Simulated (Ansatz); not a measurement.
System: CHS, charge -1, multiplicity 1. It need not be the lowest isomer of its formula. Whether it binds its extra electron was not tested at this geometry. SMILES: [CH-]=S
Geometry: optimised at B3LYP-D3(BJ)/def2-TZVP (Ansatz, a quantum-chemistry and plane-wave program).

Parts of the frozen-core correlation energy in cc-pV(D+d)Z (Ansatz, hartree). Frozen orbitals: 6; correlated occupied orbitals by spin: 6 and 6; virtual: 30 and 30. Spin-orbit coupling is left out. No relativistic terms. The restricted reference is unstable.

```csv
term,value
reference (HF),-435.89195
MP2 opposite-spin,-0.19307
MP2 same-spin,-0.06377
CCSD correlation,-0.28440
(T),-0.01128
CCSDT minus CCSD(T),-0.00090
T1 diagnostic,0.026
largest doubles amplitude,0.114
```
